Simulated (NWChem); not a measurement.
System: C3H6OSi; SMILES C=C[SiH2]C=O

```xyz
11

C      0.5459    -2.4315    -0.3100
C      0.5222    -1.2588     0.3370
Si    -0.8460    -0.0075     0.1416
C     -0.1067     1.7115    -0.3596
O      0.9603     2.0894     0.0889
H     -0.2452    -2.7329    -0.9946
H      1.3586    -3.1460    -0.1856
H      1.3512    -1.0173     1.0036
H     -1.5720     0.2399     1.4194
H     -1.8229    -0.4619    -0.8869
H     -0.6762     2.3807    -1.0537
```
Atoms are numbered in this order, from 1.

Computed with NWChem. Medium grid unless said otherwise, to which SCAN and Minnesota functionals are sensitive. Geometry: optimised at B3LYP/6-31G* (spherical d).

### Question
Order these by “orbital gap (eV)”, lowest first: CAM-B3LYP/def2-SVP; r2SCAN/def2-SVP; B3LYP/def2-SVP; TPSSh/def2-SVP.

### Answer
r2SCAN/def2-SVP (3.23), TPSSh/def2-SVP (4.10), B3LYP/def2-SVP (4.94), CAM-B3LYP/def2-SVP (8.07)
